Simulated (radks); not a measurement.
Values are calculated unless marked as measured or tabulated.
Ionisation of S+, [Ne] 3s2 3p3, to S2+, [Ne] 3s2 3p2, under several functionals. Scalar-relativistic Kohn-Sham, spin-polarised, spherical densities, finite nucleus; open shells are filled with parallel spins first; a radial shooting solver on a logarithmic mesh with Libxc functionals. Known Delta-SCF values: revPBE 23.364 eV. What does LDA (Slater exchange, VWN5 correlation) give, and what is its highest occupied eigenvalue?

Answer. 23.338 eV by Delta-SCF; the 3p eigenvalue is -17.880 eV. NIST: 23.338 eV (measured).
